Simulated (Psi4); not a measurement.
dimethylamine (C₂H₇N), singlet, at a GFN2-xTB geometry; Psi4 1.11 with B3LYP/STO-3G.

Input for Psi4:
```
memory 2 GB

molecule mol {
0 1
  C    -0.035698   -0.198129    1.208851
  N    -0.011543    0.580847   -0.011457
  C    -0.031279   -0.245558   -1.200238
  H     0.794952   -0.917191    1.288671
  H     0.001605    0.476314    2.062425
  H    -0.972338   -0.755371    1.245980
  H     0.817452    1.168720   -0.021510
  H     0.799606   -0.967144   -1.248648
  H     0.009203    0.394768   -2.079554
  H    -0.967817   -0.803897   -1.218841
}

set basis sto-3g
set reference rks
set dft_radial_scheme mura

energy('b3lyp')
print_variables()
```

It wrote (shortened):

```
   => Loading Basis Set <=

    Name: STO-3G
    Role: ORBITAL
    Keyword: BASIS

         ---------------------------------------------------------
                                   SCF
               by Justin Turney, Rob Parrish, Andy Simmonett
                          and Daniel G. A. Smith
                              RKS Reference
         ---------------------------------------------------------

  ==> Geometry <==

    Molecular point group: c1
    Full point group: C1

    Geometry (in Angstrom), charge = 0, multiplicity = 1:

       Center              X                  Y                   Z               Mass
    ------------   -----------------  -----------------  -----------------  -----------------
         C           -0.025068961156    -0.229080626898     1.209479770036    12.000000000000
         N           -0.000913961156     0.549895373102    -0.010828229964    14.003074004430
         C           -0.020649961156    -0.276509626898    -1.199609229964    12.000000000000
         H            0.805581038844    -0.948142626898     1.289299770036     1.007825032230
         H            0.012234038844     0.445362373102     2.063053770036     1.007825032230
         H           -0.961708961156    -0.786322626898     1.246608770036     1.007825032230
         H            0.828081038844     1.137768373102    -0.020881229964     1.007825032230
         H            0.810235038844    -0.998095626898    -1.248019229964     1.007825032230
         H            0.019832038844     0.363816373102    -2.078925229964     1.007825032230
         H           -0.957187961156    -0.834848626898    -1.218212229964     1.007825032230

  Running in c1 symmetry.

  Rotational constants: A =      1.16138  B =      0.31509  C =      0.27818 [cm^-1]
  Rotational constants: A =  34817.43877  B =   9446.27418  C =   8339.63188 [MHz]
  Nuclear repulsion =   84.537541381771760

  Charge       = 0
  Multiplicity = 1
  Electrons    = 26
  Nalpha       = 13
  Nbeta        = 13

  ==> Algorithm <==

  SCF Algorithm Type is DF.
  DIIS enabled.
  MOM disabled.
  Fractional occupation disabled.
  Guess Type is SAD.
  Energy threshold   = 1.00e-06
  Density threshold  = 1.00e-06
  Integral threshold = 1.00e-12

  ==> Primary Basis <==

  Basis Set: STO-3G
    Blend: STO-3G
    Number of shells: 16
    Number of basis functions: 22
    Number of Cartesian functions: 22
    Spherical Harmonics?: true
    Max angular momentum: 1

  ==> DFT Potential <==

   => LibXC <=

    Version 7.1.2
    S. Lehtola, C. Steigemann, M. J. T. Oliveira, and M. A. L. Marques,  SoftwareX 7, 1–5 (2018) (10.1016/j.softx.2017.11.002)

   => Composite Functional: B3LYP <=

    B3LYP Hyb-GGA Exchange-Correlation Functional

    P. J. Stephens, F. J. Devlin, C. F. Chabalowski, and M. J. Frisch,  J. Phys. Chem. 98, 11623 (1994) (10.1021/j100096a001)

    Deriv               =              1
    GGA                 =           TRUE
    Meta                =          FALSE

    Exchange Hybrid     =           TRUE
    MP2 Hybrid          =          FALSE

   => Exchange Functionals <=

    0.0800   Slater exchange
    0.7200         Becke 88

   => Exact (HF) Exchange <=

    0.2000               HF

   => Correlation Functionals <=

    0.1900   Vosko, Wilk & Nusair (VWN5_RPA)
    0.8100   Lee, Yang & Parr

   => LibXC Density Thresholds  <==

    XC_HYB_GGA_XC_B3LYP:  1.00E-15

   => Molecular Quadrature <=

    Radial Scheme          =           MURA
    Pruning Scheme         =           NONE
    Nuclear Scheme         =       TREUTLER

    Blocking Scheme        =         OCTREE
    BS radius alpha        =              1
    Pruning alpha          =              1
    Radial Points          =             75
    Spherical Points       =            302
    Total Points           =         216629
    Total Blocks           =           1664
    Max Points             =            256
    Max Functions          =             22
    Weights Tolerance      =       1.00E-15

   => Loading Basis Set <=

    Name: (STO-3G AUX)
    Role: JKFIT
    Keyword: DF_BASIS_SCF

  ==> Integral Setup <==

  SCF_SUBTYPE=INCORE selected. In-core MEM_DF algorithm will be used.
  Using in-core AOs.

  ==> MemDFJK: Density-Fitted J/K Matrices <==

    J tasked:                   Yes
    K tasked:                   Yes
    wK tasked:                   No
    Algorithm:                 Core
    Schwarz Cutoff:           1E-12
    Mask sparsity (%):       0.4132
    Fitting Condition:        1E-10

   => Auxiliary Basis Set <=

  Basis Set: (STO-3G AUX)
    Blend: DEF2-UNIVERSAL-JKFIT
    Number of shells: 117
    Number of basis functions: 353
    Number of Cartesian functions: 411
    Spherical Harmonics?: true
    Max angular momentum: 4

  Minimum eigenvalue in the overlap matrix is 2.1722790900E-01.
  Reciprocal condition number of the overlap matrix is 8.7710676884E-02.
    Using symmetric orthogonalization.

  ==> Pre-Iterations <==

  SCF Guess: Superposition of Atomic Densities via on-the-fly atomic UHF (no occupation information).

   -------------------------
    Irrep   Nso     Nmo
   -------------------------
     A         22      22
   -------------------------
    Total      22      22
   -------------------------

  ==> Iterations <==

                           Total Energy        Delta E     RMS |[F,P]|

   @DF-RKS iter SAD:  -131.71662950697393   -1.31717e+02   0.00000e+00
   @DF-RKS iter   1:  -133.46450215754697   -1.74787e+00   7.33567e-03 ADIIS/DIIS
   @DF-RKS iter   2:  -133.46930973916210   -4.80758e-03   6.48994e-03 ADIIS/DIIS
   @DF-RKS iter   3:  -133.48094537907502   -1.16356e-02   3.11368e-04 ADIIS/DIIS
   @DF-RKS iter   4:  -133.48097312819121   -2.77491e-05   6.46208e-05 DIIS
   @DF-RKS iter   5:  -133.48097442588281   -1.29769e-06   1.33001e-05 DIIS
   @DF-RKS iter   6:  -133.48097448348949   -5.76067e-08   9.42814e-07 DIIS
  Energy and wave function converged.

  ==> Post-Iterations <==

   Electrons on quadrature grid:
      Ntotal   =   25.9999820900 ; deviation = -1.791e-05

    Orbital Energies [Eh]
    ---------------------

    Doubly Occupied:

       1A    -14.108321     2A    -10.031967     3A    -10.031782
       4A     -0.857755     5A     -0.665352     6A     -0.592984
       7A     -0.448930     8A     -0.406124     9A     -0.392843
      10A     -0.356492    11A     -0.325335    12A     -0.323155
      13A     -0.123563

    Virtual:

      14A      0.366217    15A      0.385683    16A      0.413597
      17A      0.454268    18A      0.455961    19A      0.478765
      20A      0.492371    21A      0.518382    22A      0.529328

    Final Occupation by Irrep:
              A
    DOCC [    13 ]
    NA   [    13 ]
    NB   [    13 ]

  @DF-RKS Final Energy:  -133.48097448348949

   => Energetics <=

    Nuclear Repulsion Energy =             84.5375413817717600
    One-Electron Energy =                -346.8490647126643580
    Two-Electron Energy =                 145.3459831776259534
    DFT Exchange-Correlation Energy =     -16.5154343302228490
    Empirical Dispersion Energy =           0.0000000000000000
    VV10 Nonlocal Energy =                  0.0000000000000000
    Total Energy =                       -133.4809744834895184

Computation Completed

Properties will be evaluated at   0.000000,   0.000000,   0.000000 [a0]

Properties computed using the SCF density matrix

 Multipole Moments:

 ------------------------------------------------------------------------------------
     Multipole            Electronic (a.u.)      Nuclear  (a.u.)        Total (a.u.)
 ------------------------------------------------------------------------------------

 L = 1.  Multiply by 2.5417464519 to convert [e a0] to [Debye]
 Dipole X            :         -0.1188824            0.5222353            0.4033529
 Dipole Y            :          1.3129678           -1.5207312           -0.2077634
 Dipole Z            :         -0.0260665            0.0308971            0.0048306
 Magnitude           :                                                    0.4537428

 ------------------------------------------------------------------------------------

  Variable Map:
  ----------------------------------------------------------------------------
  "CURRENT ENERGY"              =>    -133.480974483489
  "CURRENT REFERENCE ENERGY"    =>    -133.480974483489
  "DD SOLVATION ENERGY"         =>       0.000000000000
  "DFT FUNCTIONAL TOTAL ENERGY" =>    -133.480974483490
  "DFT TOTAL ENERGY"            =>    -133.480974483490
  "DFT VV10 ENERGY"             =>       0.000000000000
  "DFT XC ENERGY"               =>     -16.515434330223
  "GRID ELECTRONS ALPHA"        =>      12.999991044994
  "GRID ELECTRONS BETA"         =>      12.999991044994
  "GRID ELECTRONS TOTAL"        =>      25.999982089987
  "NUCLEAR REPULSION ENERGY"    =>      84.537541381772
  "ONE-ELECTRON ENERGY"         =>    -346.849064712664
  "PCM POLARIZATION ENERGY"     =>       0.000000000000
  "PE ENERGY"                   =>       0.000000000000
  "SCF ITERATION ENERGY"        =>    -133.480974483489
  "SCF ITERATIONS"              =>       6.000000000000
  "SCF TOTAL ENERGY"            =>    -133.480974483489
  "TWO-ELECTRON ENERGY"         =>     145.345983177626
  "XC GRID RADIAL POINTS"       =>      75.000000000000
  "XC GRID SPHERICAL POINTS"    =>     302.000000000000
  "XC GRID TOTAL POINTS"        =>  216629.000000000000

  Array Variable Map:
  ----------------------------------------------------------------------------
  "CURRENT DIPOLE"              =>       0.403352882528 ... 0.004830573563 1 by 3
  "SCF DIPOLE"                  =>       0.403352882528 ... 0.004830573563 1 by 3
  "SCF TOTAL ENERGIES"          =>    -131.716629506974 ... -133.480974483489 1 by 7
```
